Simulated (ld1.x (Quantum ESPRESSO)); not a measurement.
## What the settings do to the TM potential of Ca (Z = 20)

Base potential:

- Element: Ca
- Generator: ld1.x (Quantum ESPRESSO) 7.5
- Type: norm-conserving Troullier–Martins (Kleinman–Bylander form)
- Functional: PBE
- Relativity: scalar-relativistic
- Frozen core: [Ne] 3s2
- Valence charge: 8
- Reference configuration: 3p6 3d0 4s1.75 4p0.25
- Partial waves: 3p (bound): rc 1.80 bohr; 3d (bound, empty): rc 1.65 bohr; 4s (bound): rc 3.55 bohr
- Local potential: the s channel
- Core correction: none

Occupied shells without a wave of their own: 4p. They enter only through the test configuration that unscreens the potential.

All-electron outer shells of the reference configuration (PBE, scalar-relativistic, ld1.x):

```csv
shell,level (eV),outermost node (bohr),outermost maximum (bohr)
2p,-335.10,–,0.25
3s,-47.44,0.45,0.99
3p,-28.36,0.42,1.04
4s,-3.94,1.43,3.38
3d,-2.23,–,1.27
4p,-1.55,1.62,4.34
```

Cutoffs, loose and tight: the cutoffs (Ry, on a coarse ladder) from which the occupation-weighted sum of valence levels, in a spherical-Bessel basis at the reference potential, stays within 10 and 1 mRy of its value at 400 Ry. They do not see the model core or the augmentation charge, which bear on the density cutoff. Test errors are all-electron minus pseudo excitation energies from the reference, over the configurations 3p6 3d0 4s2 4p0; 3p6 3d0 4s1 4p0; 3p6 3d0 4s0 4p0; 3p6 3d0 4s0 4p2; 3p6 3d0 4s0 4p1; 3p6 3d0 4s1.5 4p0; 3p6 3d1 4s0 4p0. A dash means not determined; rows that change the core or the reference have their own tests.

For the base: The cutoffs count occupied waves only; the empty 3d level needs 50 Ry at the loose tolerance.

```csv
change,outcome,"cutoff, loose","cutoff, tight",bound ghosts,largest test error (meV)
base,"generated, misses its reference levels by 0.34 eV",30 Ry,50 Ry,none,-798
wave 3p (bound): rc 1.80 bohr becomes 3p (bound): rc 1.18 bohr,"generated, misses its reference levels by 0.34 eV",60 Ry,90 Ry,none,-798
wave 3p (bound): rc 1.80 bohr becomes 3p (bound): rc 1.44 bohr,"generated, misses its reference levels by 0.34 eV",40 Ry,70 Ry,none,-798
wave 3p (bound): rc 1.80 bohr becomes 3p (bound): rc 1.72 bohr,"generated, misses its reference levels by 0.34 eV",30 Ry,50 Ry,none,-798
wave 3p (bound): rc 1.80 bohr becomes 3p (bound): rc 1.94 bohr,"generated, misses its reference levels by 0.34 eV",30 Ry,50 Ry,none,-798
wave 3p (bound): rc 1.80 bohr becomes 3p (bound): rc 2.14 bohr,"generated, misses its reference levels by 0.34 eV",30 Ry,50 Ry,none,-799
wave 3p (bound): rc 1.80 bohr becomes 3p (bound): rc 2.44 bohr,"generated, misses its reference levels by 0.35 eV",25 Ry,45 Ry,none,-805
wave 3p (bound): rc 1.80 bohr becomes 3p (bound): rc 2.72 bohr,"generated, misses its reference levels by 0.35 eV",25 Ry,40 Ry,none,-817
```

Reading the sweep of the p radius (base included, trends over the rows without a ghost): The loose cutoff falls from 60 Ry at 1.18 to 25 Ry at 2.72 bohr. A larger radius leaves more room for a smooth pseudo-wave, so fewer plane waves are needed; a smaller one forces it to follow the all-electron wave where it bends sharply. The median size of the test errors (rows with all tests solved) stays near 169.7 meV.
